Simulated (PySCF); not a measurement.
From computed data to an observable: refractive index and permittivity of the vapour

Cd(H)(SiH3) (CdH4Si), SMILES [SiH3][CdH].

The structure is a stationary point at B3LYP-D3(BJ)/def2-TZVP. The def2 effective core potentials stand for the cores of Cd; spin–orbit coupling is left out.

B3LYP/def2-TZVPD (PySCF) gives a mean static polarisability of 69.5 bohr³ and a dipole moment of 0.20 D. Take an ideal gas at 298.15 K and 0.1 bar, whether or not the substance is that volatile.

Work out n − 1 in the optical limit and the static ε − 1.


Polarisability volume α' = 69.5 × 0.148185 = 10.30 Å³. Number density N = p/kT = 2.43e-6 Å⁻³.
Dilute limit of Lorentz–Lorenz: n − 1 = 2π N α' = 0.00016.
Orientation term of Debye: μ²/(3kT) = 8.098 Å³ × μ²(D²) = 0.32 Å³.
ε − 1 = 4π N (α' + μ²/3kT) = 0.00032. Orientation of the dipole supplies 3 % of the static response; it can't follow optical fields. Vibrational polarisation and dispersion are left out.
